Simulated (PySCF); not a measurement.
# Electron correlation in W⁺ (tungsten, charge +1)

[Xe] 4f14 5d4 6s1, high-spin 6D determinant. Calculation: PySCF 2.14, in def2-TZVP with the def2 core potential (60 electrons) (6s4p3d1f, 40 functions); a scalar-relativistic core potential. Frozen: 5s2 5p6; 5 electrons correlated.

MP2 pair energies summed by pair of shells (mhartree):

```tsv
pair	energy	share (%)
5d-5d	-23.20	61.9
5d-6s	-14.27	38.1
```

Total MP2 correlation energy: -37.46 mhartree.

Same-spin part -37.46 and opposite-spin part 0.00 mhartree; SCS-MP2 scales them by 1/3 and 6/5 to -12.49 mhartree.
